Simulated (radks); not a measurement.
The numbers below are computed, except where a source is named.
The oxygen anion O-, [He] 2s2 2p5, held by a Watson sphere: a shell of charge +1 at radius R that stands for the Madelung well of a crystal (potential energy -1/R inside, -1/r outside, in hartree with lengths in bohr). Code: a radial shooting solver on a logarithmic mesh with Libxc functionals. Model: non-relativistic Kohn-Sham, LDA (Slater exchange, Perdew-Wang correlation), spin-polarised, spherical densities, point nucleus; open shells are filled with parallel spins first. Response by self-consistent Sternheimer equations with the Hartree and adiabatic LDA kernel. The sphere does not respond.

R (bohr) = 1.63: e(2s down) (eV) -22.789; e(2p up) (eV) -9.647; e(2p down) (eV) -8.377; <r> 2p (bohr) 1.370; sum of <r^2> (bohr^2) 15.42; X-ray form factor at sin(theta)/lambda = 0.1 1/angstrom 7.988; alpha (bohr^3) 8.224
R (bohr) = 2.54: e(2s down) (eV) -20.270; e(2p up) (eV) -7.469; e(2p down) (eV) -6.251; <r> 2p (bohr) 1.487; sum of <r^2> (bohr^2) 17.85; X-ray form factor at sin(theta)/lambda = 0.1 1/angstrom 7.865; alpha (bohr^3) 13.67
R (bohr) = 2.79: e(2s down) (eV) -19.738; e(2p up) (eV) -6.974; e(2p down) (eV) -5.760; <r> 2p (bohr) 1.512; sum of <r^2> (bohr^2) 18.37; X-ray form factor at sin(theta)/lambda = 0.1 1/angstrom 7.842; alpha (bohr^3) 15.45
R (bohr) = 2.8: e(2s down) (eV) -19.718; e(2p up) (eV) -6.955; e(2p down) (eV) -5.741; <r> 2p (bohr) 1.513; sum of <r^2> (bohr^2) 18.39; X-ray form factor at sin(theta)/lambda = 0.1 1/angstrom 7.842; alpha (bohr^3) 15.53
R (bohr) = 3.81: e(2s down) (eV) -18.081; e(2p up) (eV) -5.381; e(2p down) (eV) -4.162; <r> 2p (bohr) 1.592; sum of <r^2> (bohr^2) 20.06; X-ray form factor at sin(theta)/lambda = 0.1 1/angstrom 7.779; alpha (bohr^3) 23.74
